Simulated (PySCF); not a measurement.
C₃H₃N₃, SMILES c1ncncn1 (connectivity only; charge and spin as stated), charge +1, multiplicity 2.

The structure is a stationary point at PBE-D3(BJ)/def2-SVP. The multiplicity is an assumed one; no other spin state was optimised.

Two levels are set side by side: PBE/def2-TZVP (PySCF) and CAM-B3LYP/def2-TZVP (PySCF). Same geometry, gas phase. Differences are taken from unrounded values.

```tsv
quantity	CAM-B3LYP	PBE	PBE minus CAM-B3LYP
α-spin orbital gap (eV)	9.05	3.89	-5.17
β-spin orbital gap (eV)	4.80	0.34	-4.46
mean polarisability (bohr³)	52.4	53.0	0.5
```

Rough cost on one machine, each run with all the roots and properties that it gave: CAM-B3LYP against PBE within a factor of 2.
